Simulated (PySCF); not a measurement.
# Reading the logs of faulty runs: BCH6OSi

These are calculations, not measurements. They come from PySCF 2.14.0, an open-source quantum chemistry program, on an isolated molecule that a program drew, which may never have been made. The molecule is BCH6OSi (charge 0, doublet), drawn as the SMILES string `[BH]O[SiH2]C`.

Each row is a Hartree-Fock (HF) and frozen-core CCSD(T) single point in the cc-pV(D+d)Z basis, meant for a local HF minimum. Run 1 is clean. Each other run has one planted mistake out of seven kinds, and not every kind appears here: one electron removed, one electron added, multiplicity raised by two, geometry at a saddle point, minimal basis STO-3G, one bond length entered in bohr, all coordinates scaled. The reference is restricted for singlets and unrestricted otherwise, and also for a bond in bohr. Adding or removing an electron swaps singlet and doublet. Electrons count all cores. HOMO and LUMO are orbital energies over both spins, the gradient is its largest component, and the lowest frequency (negative if imaginary) is given only where the gradient is small. Bond lengths are over the 9 bonds as drawn. T1 is the CCSD diagnostic: over 0.02 (restricted) or 0.045 (unrestricted) a single reference is doubtful.

Geometry of the clean run:
```xyz
10
BCH6OSi, angstrom
B     1.9571    2.0267    0.5783
O     1.4983    1.2234   -0.3761
Si    0.8278   -0.2964   -0.5749
C     0.5978   -1.1721    1.0575
H     1.9800    1.7477    1.7556
H    -0.4665   -0.1018   -1.2570
H     1.7403   -1.0520   -1.4554
H     1.5509   -1.3153    1.5728
H     0.1561   -2.1580    0.8827
H    -0.0697   -0.6152    1.7198
```

| run | electrons | basis functions | <S^2> | HOMO (eV) | LUMO (eV) | gradient (hartree/bohr) | lowest frequency (cm^-1) | mean bond (Å) | longest bond (Å) | T1 | HF (hartree) | CCSD(T) (hartree) | mistake |
|---|---|---|---|---|---|---|---|---|---|---|---|---|---|
| 1 | 39 | 95 | 0.753 | -8.60 | 3.09 | 3.9e-05 | 52 | 1.3679 | 1.867 | 0.0144 | -429.88075 | -430.43308 | no fault |
| 2 | 40 | 95 | 0.000 | 1.28 | 8.26 | 9.6e-02 | - | 1.3679 | 1.867 | 0.0213 | -429.78880 | -430.38043 | one electron added |
| 3 | 39 | 95 | 1.465 | -8.60 | 2.37 | 2.1e-02 | - | 1.4759 | 2.065 | 0.0553 | -429.75299 | -430.30172 | one bond length entered in bohr |
| 4 | 39 | 95 | 3.763 | -5.63 | -2.08 | 1.4e-01 | - | 1.3679 | 1.867 | 0.0611 | -429.63622 | -430.17574 | ? |
| 5 | 38 | 95 | 0.000 | -16.86 | -6.38 | 1.4e-01 | - | 1.3679 | 1.867 | 0.0210 | -429.60464 | -430.16074 | ? |

**Which mistake was planted in run 4, and what did it cost?**

Electrons, basis and geometry are unchanged, and <S^2> is 3.763, beside S(S+1) = 3.75 for a multiplicity of 4. So the mistake is: multiplicity raised by two. Subtracting run 1 and multiplying by 627.51 kcal/mol a hartree, the energy moved by 153.4 kcal/mol in HF and 161.5 kcal/mol in CCSD(T).

**Which mistake was planted in run 5, and what did it cost?**

It counts 38 electrons, one fewer than the clean run, at the same geometry and basis. So the mistake is: one electron removed. Subtracting run 1 and multiplying by 627.51 kcal/mol a hartree, the energy moved by 173.3 kcal/mol in HF and 170.9 kcal/mol in CCSD(T).

Cautions from the logs. Run 2: T1 is over the limit, so its CCSD(T) energy is less reliable and the HOMO is above zero, so the electron isn't bound and the energy depends on the basis; run 3: T1 is over the limit, so its CCSD(T) energy is less reliable; run 4: T1 is over the limit, so its CCSD(T) energy is less reliable; run 5: T1 is over the limit, so its CCSD(T) energy is less reliable.
